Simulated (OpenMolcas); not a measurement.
Ionisation energies of chlorine

| Property | Result |
| --- | --- |
| Program | OpenMolcas |
| Basis | ANO-RCC [8s7p5d4f2g] |
| Scalar Hamiltonian | DKH2, point nucleus |
| Spin-orbit coupling | RASSI with atomic mean-field integrals over the reference wave functions, term energies averaged over their components |

Active shells in each charge state: the valence s, p shells, with orbitals averaged over the low states. Where CASPT2's correlated closed shells are named, they are those of the first ion.

A. CASSCF
B. SS-CASPT2, IPEA 0.25 Eh, imaginary shift 0.1 Eh (closed shells correlated: 2s 2p)
C. SS-CASPT2, IPEA 0 Eh, imaginary shift 0.1 Eh (closed shells correlated: 2s 2p)

Energies in eV between the lowest computed levels (charge -1 gives the electron affinity), named as in B; reference values from the NIST Atomic Spectra Database with their kind.

```
                From                    To        A        B        C  Spin-orbit share in B                Reference
     Cl- 3s² 3p⁶ ¹S₀    Cl 3s² 3p⁵ ²P°_3/2    2.529    3.603    3.463                 -0.034                         
  Cl 3s² 3p⁵ ²P°_3/2       Cl+ 3s² 3p⁴ ³P₂   11.771   12.811   12.706                 -0.007        12.968 (measured)
     Cl+ 3s² 3p⁴ ³P₂  Cl2+ 3s² 3p³ ⁴S°_3/2   22.398   23.562   23.482                 +0.041        23.814 (measured)
Cl2+ 3s² 3p³ ⁴S°_3/2      Cl3+ 3s² 3p² ³P₀   38.574   39.523   39.626                 -0.100  39.800 (semi-empirical)
    Cl3+ 3s² 3p² ³P₀   Cl4+ 3s² 3p ²P°_1/2   51.957   52.969   53.076                 -0.013  53.240 (semi-empirical)
 Cl4+ 3s² 3p ²P°_1/2          Cl5+ 3s² ¹S₀   66.281   67.436   67.544                 +0.114  67.680 (semi-empirical)
        Cl5+ 3s² ¹S₀        Cl6+ 3s ²S_1/2   96.453   96.784   96.786                 +0.000  96.940 (semi-empirical)
      Cl6+ 3s ²S_1/2          Cl7+ 2p⁶ ¹S₀  113.702  114.100  114.105                 +0.000       114.201 (measured)
```

Error against the reference values, in %:

| From | Reference | A | B | C |
| --- | --- | --- | --- | --- |
| Cl | measured | -9.2 | -1.2 | -2.0 |
| Cl+ | measured | -5.9 | -1.1 | -1.4 |
| Cl2+ | semi-empirical | -3.1 | -0.7 | -0.4 |
| Cl3+ | semi-empirical | -2.4 | -0.5 | -0.3 |
| Cl4+ | semi-empirical | -2.1 | -0.4 | -0.2 |
| Cl5+ | semi-empirical | -0.5 | -0.2 | -0.2 |
| Cl6+ | measured | -0.4 | -0.1 | -0.1 |

Mean absolute error over the 3 measured values: A 1.04 eV, B 0.17 eV, C 0.23 eV. B lies closest.

No diffuse functions were added, so the electron affinity comes out too small, and without dynamic correlation a bound anion can come out unbound.

° marks odd parity.
